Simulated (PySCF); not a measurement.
Isomers of C6H10F3P, mass 170.047 u with the commonest isotopes. Method: PBE0/pcSseg-1 in PySCF (dipole) on a GFN2-xTB geometry, gas phase. One conformer each, none proved a minimum here; rigid rotors.

Question: Order these by rotational constant C, largest first.
A. `[CH3:1][P:2]([CH2:3][C:4]([F:5])([F:6])[F:7])[CH:8]1[CH2:9][CH2:10]1` with C1–P2–C3–C4 88°, C1–P2–C8–C9 -167°
B. `[CH3:1][CH2:2][P:3]1[CH2:4][CH:5]([C:6]([F:7])([F:8])[F:9])[CH2:10]1` with C1–C2–P3–C4 -86°
C. `[CH3:1][CH2:2][CH:3]1[CH2:4][P:5]([C:6]([F:7])([F:8])[F:9])[CH2:10]1` with C1–C2–C3–C4 179°, C2–C3–C4–P5 130°, C3–C4–P5–C6 88°, C4–P5–C10–C3 8°, C2–C3–C10–P5 -130°

Answer: B (632.0 MHz), C (613.4 MHz), A (549.4 MHz).

Question: Order these by rotational constant A, smallest first.
A. `[CH3:1][P:2]([CH2:3][C:4]([F:5])([F:6])[F:7])[CH:8]1[CH2:9][CH2:10]1` with C1–P2–C3–C4 88°, C1–P2–C8–C9 -167°
B. `[CH3:1][CH2:2][CH:3]1[CH2:4][P:5]([C:6]([F:7])([F:8])[F:9])[CH2:10]1` with C1–C2–C3–C4 179°, C2–C3–C4–P5 130°, C3–C4–P5–C6 88°, C4–P5–C10–C3 8°, C2–C3–C10–P5 -130°
C. `[CH3:1][CH2:2][P:3]1[CH2:4][CH:5]([C:6]([F:7])([F:8])[F:9])[CH2:10]1` with C1–C2–P3–C4 -86°
D. `[CH3:1][CH2:2][C@@H:3]([CH3:4])/[P:5]=[CH:6]\[C:7]([F:8])([F:9])[F:10]` with C1–C2–C3–C4 69°, C2–C3–P5–C6 97°

Answer: D (1655 MHz), C (2086 MHz), A (2227 MHz), B (2352 MHz).

Question: Order these by out-of-plane moment Σ m c² = (Ia + Ib − Ic)/2, largest first.
A. `[CH3:1][CH2:2][P:3]1[CH2:4][CH:5]([C:6]([F:7])([F:8])[F:9])[CH2:10]1` with C1–C2–P3–C4 -86°
B. `[CH3:1][P:2]([CH2:3][C:4]([F:5])([F:6])[F:7])[CH:8]1[CH2:9][CH2:10]1` with C1–P2–C3–C4 88°, C1–P2–C8–C9 -167°
C. `[CH3:1][CH2:2][CH:3]1[CH2:4][P:5]([C:6]([F:7])([F:8])[F:9])[CH2:10]1` with C1–C2–C3–C4 179°, C2–C3–C4–P5 130°, C3–C4–P5–C6 88°, C4–P5–C10–C3 8°, C2–C3–C10–P5 -130°
D. `[CH3:1][CH2:2][C@@H:3]([CH3:4])/[P:5]=[CH:6]\[C:7]([F:8])([F:9])[F:10]` with C1–C2–C3–C4 69°, C2–C3–P5–C6 97°

Answer: A (94.94 u·Å²), C (94.22 u·Å²), D (93.03 u·Å²), B (64.12 u·Å²).

```json
{"SMILES": "CCP1CC(C(F)(F)F)C1", "point group": "C1", "Ia (u·Å²)": "242.30", "Ib (u·Å²)": "747.18", "Ic (u·Å²)": "799.61", "κ": "-0.94", "μa (D)": "1.19", "μb (D)": "0.39", "μc (D)": "0.08"}
{"SMILES": "CC[C@@H](C)/P=C\\C(F)(F)F", "point group": "C1", "Ia (u·Å²)": "305.39", "Ib (u·Å²)": "690.72", "Ic (u·Å²)": "810.06", "κ": "-0.79", "μa (D)": "1.92", "μb (D)": "0.53", "μc (D)": "0.18"}
{"SMILES": "CCC1CP(C(F)(F)F)C1", "point group": "C1", "Ia (u·Å²)": "214.89", "Ib (u·Å²)": "797.51", "Ic (u·Å²)": "823.96", "κ": "-0.98", "μa (D)": "2.85", "μb (D)": "0.33", "μc (D)": "0.14"}
{"SMILES": "CP(CC(F)(F)F)C1CC1", "point group": "C1", "Ia (u·Å²)": "226.98", "Ib (u·Å²)": "821.16", "Ic (u·Å²)": "919.91", "κ": "-0.92", "μa (D)": "2.76", "μb (D)": "0.15", "μc (D)": "1.84"}
```
